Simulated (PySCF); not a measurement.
Molecule: `C=C(C)SCC(F)(F)F`, C5H7F3S.

Bonds (- single, = double, # triple, : aromatic): C1=C2, C2-C3, C2-S4, S4-C5, C5-C6, C6-F7, C6-F8, C6-F9. C1 carries H10, H11; C3 carries H12, H13, H14; C5 carries H15, H16. H10 is cis to C3; H11 is trans to C3.

Frames of a GFN2-xTB Langevin trajectory at 600 K; GIAO PBE0/pcSseg-1 shieldings in PySCF 2.14.0 with density-fitted response routines, gas phase, non-relativistic; equivalent atoms averaged within each frame.

Chemical shifts δ = σref − σ; 13C (σ = 186.93 ppm) and 1H (σ = 31.72 ppm) vs TMS; 33S (σ = 503.73 ppm) vs CS2; 19F (σ = 170.95 ppm) vs CFCl3, all at this level. The references are static minima.

Q: How do the shifts (ppm) fluctuate along the trajectory?

A: 
```csv
time (fs),C2,C6,C1,C5,C3,S4,F7/F8/F9,H10,H11,H15/H16
250,158.6,136.6,116.9,63.5,25.2,118,-63.8,6.40,5.19,3.77
425,165.9,146.6,113.0,56.7,28.1,76,-46.9,6.29,5.39,3.98
625,165.0,132.5,113.5,53.8,19.8,22,-75.8,5.08,5.42,4.72
800,146.2,150.5,133.7,58.2,31.4,146,-39.3,6.31,5.08,3.88
1000,157.6,136.7,131.3,54.3,28.9,96,-72.6,4.20,7.00,5.47
mean of frames,158.7,140.6,121.7,57.3,26.7,92,-59.7,5.66,5.62,4.36
standard deviation,7.9,7.6,10.0,3.9,4.5,47,16.0,0.98,0.79,0.72
```

5 frames give an uncertainty of the mean of about the standard deviation over 2.2 at best, since frames this close in time may not be independent; classical motion lacks zero-point vibration, and the reference would need the same averaging.
